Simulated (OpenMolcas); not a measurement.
**Se²⁺: from CASSCF to CASPT2**

| Property | Result |
| --- | --- |
| Program | OpenMolcas |
| Basis | ANO-RCC-VTZP [6s5p3d1f] |
| Scalar Hamiltonian | DKH2, point nucleus |
| Active space | 4 electrons in 4 orbitals (4s 4p) |
| State averaging | 2S+1 = 3 even, 6 roots; 2S+1 = 1 even, 11 roots; 2S+1 = 5 odd, 1 root; 2S+1 = 3 odd, 9 roots; 2S+1 = 1 odd, 8 roots |
| Spin-orbit coupling | RASSI with atomic mean-field integrals over the reference wave functions, term energies averaged over their components |

Methods on the same reference wave functions:
A. CASSCF
B. SS-CASPT2, IPEA 0.25 Eh, imaginary shift 0.1 Eh (closed shells correlated: 3d)
C. MS-CASPT2, IPEA 0.25 Eh, imaginary shift 0.1 Eh (closed shells correlated: 3d)

Energies in cm-1 above 4s2 4p2 3P0, the measured ground level; measured values from Moore, Atomic Energy Levels, vol. II, NSRDS-NBS 35 (1971 reprint of NBS Circular 467, 1952).

```
              Level       A       B       C  Measured
        4s2 4p2 3P0     0.0     0.0     0.0       0.0
        4s2 4p2 3P1    1553    1555    1558      1741
        4s2 4p2 3P2    3627    3560    3570      3937
        4s2 4p2 1D2   15512   12760   12770     13032
        4s2 4p2 1S0   27290   27190   27220          
       4s 4p3 5S* 2   55751   62730   62760          
       4s 4p3 3D* 2   98793   89230   89260     92723
       4s 4p3 3D* 1   98857   89260   89290          
       4s 4p3 3D* 3   99106   89470   89500          
       4s 4p3 3P* 0  111692  106100  106130    106482
       4s 4p3 3P* 1  111823  106190  106220          
       4s 4p3 3P* 2  112031  106360  106390          
       4s 4p3 1D* 2  146268  129600  129630    112565
4s 4p3 3S* 1 [70 %]  150971  142400  142430          
4s 4p3 1P* 1 [70 %]  159028  146440  146470
```

Deviations, from unrounded energies. A percentage is the sum of absolute deviations over the sum of measured energies, with the sign that they share, or ± where signs differ.

```
                        Against measurement  Levels      A     B     C
             mean absolute deviation (cm-1)       6   8000  3600  3600
      fine structure of the ground term (%)       2   -8.8  -9.9  -9.7
other terms of the ground configuration (%)       1  +19.0  -2.1  -2.0
                   other configurations (%)       3  +14.4  ±6.7  ±6.7
```

B, C lie about equally close to measurement and A furthest from it. The largest miss of C in the table is 4s 4p3 1D* 2, by +17000 cm-1. The ranking rests on the paired levels alone, and a cruder setting can come out closer through cancelling errors.

Between B and C the level of the table that moves most is 4s 4p3 1P* 1 [70 %], by 30 cm-1 (lowest in B, highest in C). Moves below CASPT2's spread within the term are not significant.

The mean deviations of B to C differ by less than CASPT2's widest spread within a term (1200 cm-1), so their order carries little weight.

From A to B the spin-free energies of the other terms of 4s2 4p2 shown, above 3P, scale by factors of 0.78 to 1.00.

The lowest spin-free term lies below A's lowest term by 0.098 hartree in B, 0.098 hartree in C.

CASPT2 breaks the degeneracy within a term, and the mean is taken; among the terms shown or strongly mixed into the levels shown the widest spread is 1200 cm-1 (4s 4p3 1D*, C). Over all roots computed the reference weight is 0.86 to 0.98 in B, 0.86 to 0.98 in C; the roots of lowest weight are the least certain, and an intruder state may touch them. Terms of s pⁿ other than that of highest spin mix with s² pⁿ⁻² d, which this space lacks; all of them can be thousands of cm-1 off, and some have no real level of that name. Computed and measured levels are paired by configuration, term and J; levels that our copy of the source lacks, or whose pairing is in doubt (as where it misses far off the trend of its configuration), stay unpaired and out of the deviations. Only configurations of the active space appear. Levels that lie high or do not pair safely by name in every column are left out.

A share in square brackets marks a mixed level and gives the weight of the term that names it, the lowest over the columns. * marks odd parity.
